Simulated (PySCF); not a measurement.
Dipole response of Ti³⁺ (titanium, charge +3)

[Ar] 3d1, 2D determinant. Computed with PySCF 2.14 in def2-QZVPPD (11s6p5d3f2g, 93 functions), with the non-relativistic Hamiltonian (point nucleus). Coupled (time-dependent) response in atomic units; α is the mean over directions.

```tsv
method	mean α (bohr³)	α xx, yy, zz	C₆ (like pair)	S(−4)
CAM-B3LYP	2.258	2.421, 2.421, 1.931	5.772	1.748
```

S(−4) is the Cauchy moment in α(ω) = α(0) + S(−4) ω² + …

α(iu) at CAM-B3LYP:

```
u (hartree)  α(iu) (bohr³)
          0          2.258
     0.0500          2.254
      0.100          2.241
      0.200          2.193
      0.300          2.124
      0.500          1.954
      0.750          1.728
       1.00          1.512
       1.50          1.141
       2.00         0.8643
       3.00         0.5252
       5.00         0.2453
```

For an ion, C₆ is the dispersion term alone; charge-induced terms of lower order in 1/R come first.

The components differ because the open shell of this determinant is not spherical; for a pure term their mean is the scalar polarisability.
